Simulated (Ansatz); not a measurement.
Total energies of CH3BrGe, SMILES `[CH3][Ge][Br]`.

```csv
atom,x (Å),y (Å),z (Å)
C1,0.5641,-0.2483,0.2147
Ge2,-1.3260,0.0475,0.7440
Br3,-1.9977,1.1012,-1.2553
H4,0.5991,-0.8762,-0.6809
H5,1.1266,-0.7302,1.0173
H6,1.0341,0.7060,-0.0398
```

Charge 0, multiplicity 1. Correlated methods include outer-core shells of Br, Ge, which these sets cover unevenly. Scalar relativity is left out up to krypton. The geometry is a stationary point of PBE0-D4/def2-TZVP. Basis def2-TZVPP, Ansatz.

RPA on PBE orbitals: Hartree–Fock energy of these orbitals -4687.39622 Eh, correlation -1.06506 Eh (frozen core).

```tsv
functional	energy without D4 (Eh)	D4 term (kJ/mol)
PBE	-4690.36039	-12.7
revPBE	-4690.72694	-34.0
B97M-V	-4690.26373	–
PBE0	-4690.50730	-10.7
B3LYP	-4691.19797	-20.9
r2SCANh	-4691.05532	-3.0
r2SCAN0	-4691.04115	-3.3
HSE06 (plane-wave form)	-4690.50995	-10.1
BHLYP	-4691.06361	-18.6
CAM-B3LYP	-4691.33809	-11.1
LC-ωPBE	-4690.45270	–
ωB97X-V	-4690.67536	–
B2PLYP	-4690.32740	–
PBE-QIDH	-4689.85988	–
```

Task: Give the same for LDA (SPW92), BLYP, r2SCAN, ωB97M-V. (Best estimate.)

Result: Computed: 
```tsv
functional	energy without D4 (Eh)	D4 term (kJ/mol)
LDA (SPW92)	-4684.01665	–
BLYP	-4691.18220	-27.6
r2SCAN	-4691.06564	-2.7
ωB97M-V	-4690.83456	–
```

B3LYP takes the VWN-RPA correlation (the form of Gaussian; ORCA's B3LYP/G). HSE06 is the plane-wave form, built on full-range PBE exchange. The double hybrids freeze the cores in their second-order part.

LC-ωPBE has ω = 0.4 bohr⁻¹.
